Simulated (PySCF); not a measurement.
HOSn, SMILES [Sn]=[OH+] (connectivity only; charge and spin as stated), charge +1, multiplicity 1. Heavy atoms are numbered as in [OH+:1]=[Sn:2]. Hydrogens are named by the atom that carries them.

The structure is a stationary point at r2SCAN-D4/def2-TZVP. The isomer is the one that the SMILES or the coordinates give; other isomers of the formula were not compared. The def2 effective core potentials stand for the cores of Sn; spin–orbit coupling is left out.

Level of theory: B3LYP/def2-TZVPD (PySCF).

Mulliken values depend strongly on the basis, most of all with diffuse functions as here. ESP charges are fitted to the potential on shells at 1.4 to 2.0 van der Waals radii. Atomic charges (e), one atom of each kind:

| atom | Mulliken | ESP fit |
|---|---|---|
| O1 (OH) | -0.49 | -0.64 |
| Sn2 | 1.13 | 1.16 |
| H on O1 | 0.36 | 0.48 |
